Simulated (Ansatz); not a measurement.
`[OH][Al]1[O][SiH2]1` and `OB1O[SiH2]1` differ in one element.

Ansatz, PBE0-D4/def2-TZVP geometries, multiplicity 1. Each molecule was computed in one conformer, which needn't be the lowest.

| property | `[OH][Al]1[O][SiH2]1` |
| --- | --- |
| HOMO–LUMO gap (PBE/def2-TZVPP) / eV | 2.90 |
| size of the dipole moment (ωB97M-V/def2-TZVPP) / D | 2.79 |
| HOMO energy (B3LYP/def2-TZVPP) / eV | -6.21 |
| HOMO–LUMO gap (ωB97M-V/def2-TZVPP) / eV | 8.44 |
| LUMO energy (PBE/def2-TZVPP) / eV | -2.44 |
| zero-point energy (PBE0-D4/def2-TZVP) / kJ/mol | 90.8 |

Give the same properties after the change, and the shifts. (Estimate.)

Ansatz gave: 
```json
{"property": "HOMO–LUMO gap (PBE/def2-TZVPP) / eV", "`OB1O[SiH2]1`": "4.28", "shift": "1.38"}
{"property": "size of the dipole moment (ωB97M-V/def2-TZVPP) / D", "`OB1O[SiH2]1`": "2.65", "shift": "-0.14"}
{"property": "HOMO energy (B3LYP/def2-TZVPP) / eV", "`OB1O[SiH2]1`": "-6.88", "shift": "-0.67"}
{"property": "HOMO–LUMO gap (ωB97M-V/def2-TZVPP) / eV", "`OB1O[SiH2]1`": "10.18", "shift": "1.74"}
{"property": "LUMO energy (PBE/def2-TZVPP) / eV", "`OB1O[SiH2]1`": "-1.61", "shift": "0.83"}
{"property": "zero-point energy (PBE0-D4/def2-TZVP) / kJ/mol", "`OB1O[SiH2]1`": "104.2", "shift": "13.4"}
```

With PBE0 the HOMO falls by 0.68 eV and the LUMO rises by 0.86 eV, so the gap widens by about 1.54 eV. PBE moves the HOMO by -0.54 eV and ωB97M-V by -0.82 eV. Dipoles are sizes alone; their direction can turn.

B3LYP here is the variant with VWN-RPA as its local correlation; programs differ in this.
